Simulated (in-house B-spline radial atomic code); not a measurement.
Inner levels of indium as electrons are removed. A shift is the extra binding of the orbital against the neutral atom ([Kr] 4d10 5s2 5p1). Computed with a radial B-spline atomic code at the basis-set limit: non-relativistic Hartree-Fock, average of the configuration, point nuclei.

This level leaves out relativity, spin-orbit splitting included, which matters for heavy ions.

| ion | configuration | shift of 3s (eV) | shift of 2p (eV) | shift of 1s (eV) | radius of 3s (bohr) | radius of 2p (bohr) | radius of 1s (bohr) | Σ<r²> (bohr²) | change of density at nucleus (bohr⁻³) |
| --- | --- | --- | --- | --- | --- | --- | --- | --- | --- |
| In28+ | [Ar] 3d3 | 1039.59 | 1231.63 | 1255.77 | 0.33523 | 0.11361 | 0.031049 | 1.4005 | 82.937 |
| In29+ | [Ar] 3d2 | ? | ? | ? | ? | ? | ? | ? | ? |
| In30+ | [Ar] 3d1 | 1184.45 | 1429.58 | 1459.07 | 0.32993 | 0.11329 | 0.03105 | 1.1701 | 181.93 |
| In31+ | [Ne] 3s2 3p6 | 1258.57 | 1531.65 | 1564.23 | 0.32733 | 0.11312 | 0.03105 | 1.0629 | 233.82 |
| In32+ | [Ne] 3s2 3p5 | ? | ? | ? | ? | ? | ? | ? | ? |
| In33+ | [Ne] 3s2 3p4 | 1391.79 | 1723.21 | 1780.77 | 0.32341 | 0.11295 | 0.031042 | 0.81451 | 350.55 |
| In34+ | [Ne] 3s2 3p3 | 1459.5 | 1821.02 | 1891.71 | 0.32148 | 0.11279 | 0.031038 | 0.69587 | 410.88 |
| In35+ | [Ne] 3s2 3p2 | 1527.95 | 1920.17 | 2004.42 | 0.31958 | 0.11263 | 0.031033 | 0.58077 | 472.53 |

Fill in the row of In29+.

shift of 3s (eV): 1111.46; shift of 2p (eV): 1329.57; shift of 1s (eV): 1356.25; radius of 3s (bohr): 0.33257; radius of 2p (bohr): 0.11345; radius of 1s (bohr): 0.031049; Σ<r²> (bohr²): 1.2825; change of density at nucleus (bohr⁻³): 131.64.

Fill in the row of In32+.

shift of 3s (eV): 1324.81; shift of 2p (eV): 1626.75; shift of 1s (eV): 1671.61; radius of 3s (bohr): 0.32535; radius of 2p (bohr): 0.1131; radius of 1s (bohr): 0.031046; Σ<r²> (bohr²): 0.9368; change of density at nucleus (bohr⁻³): 291.53.
